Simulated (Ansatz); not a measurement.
Species: CH$_{5}$BN, charge 0, doublet. CH5BN (SMILES [BH]NC, doublet).
B3LYP-D3(BJ)/def2-TZVP minimum from Ansatz (a program for electronic structure):
```
N
H 1 1.0142
B 1 1.3718 2 119.71
C 1 1.4583 2 113.25 3 180.00
H 4 1.0882 1 108.81 2 -180.00
H 4 1.0927 5 108.68 1 121.06
H 4 1.0927 5 108.68 6 117.89
H 3 1.1912 1 125.52 2 0.00
```
Charge 0, spin multiplicity 2.

Total energies in cc-pVDZ, 17 correlated electrons, 3 frozen orbitals. Open shells are spin-unrestricted; no spin-orbit coupling. Cores are frozen in correlated methods. No relativity.

```
method    program  energy (Eh)  minus CCSDT(Q) (mEh)
--------  -------  -----------  --------------------
HF         Ansatz   -119.88767                431.39
MP2        Ansatz   -120.26762                 51.44
CCSD       Ansatz   -120.30556                 13.50
CCSD(T)    Ansatz   -120.31740                  1.66
CCSDT(Q)   Ansatz   -120.31906                  0.00
```

Rough core times of Ansatz's runs on a shared machine: CCSD(T) under 20 s, CCSDT(Q) 10 min.
